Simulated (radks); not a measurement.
The numbers below are computed, except where a source is named.
The oxygen anion O-, [He] 2s2 2p5, held by a Watson sphere: a shell of charge +1 at radius R that stands for the Madelung well of a crystal (potential energy -1/R inside, -1/r outside, in hartree with lengths in bohr). Level of theory: scalar-relativistic Kohn-Sham, LDA (Slater exchange, Perdew-Wang correlation), spin-polarised, spherical densities, finite nucleus; open shells are filled with parallel spins first; Fermi nuclear charge, rms radius of each element as measured or else 0.836 A^(1/3) + 0.57 fm (a radial shooting solver on a logarithmic mesh with Libxc functionals). Response by self-consistent Sternheimer equations with the Hartree and adiabatic LDA kernel, the relativistic mass of each level held fixed and spin-orbit coupling left out. The sphere does not respond.

R (bohr),e(2s down) (eV),e(2p up) (eV),e(2p down) (eV),<r> 2p (bohr),sum of <r^2> (bohr^2),X-ray form factor at sin(theta)/lambda = 0.3 1/angstrom,alpha (bohr^3)
1.62,-22.864,-9.667,-8.397,1.368,15.38,4.201,8.185
1.68,-22.669,-9.509,-8.245,1.377,15.57,4.186,8.486
2.16,-21.247,-8.306,-7.076,1.444,16.94,4.111,11.20
2.19,-21.168,-8.236,-7.007,1.448,17.02,4.109,11.38
2.52,-20.359,-7.506,-6.287,1.485,17.80,4.088,13.56
3.2,-19.030,-6.253,-5.040,1.548,19.13,4.073,18.64
3.65,-18.342,-5.588,-4.371,1.582,19.84,4.071,22.39
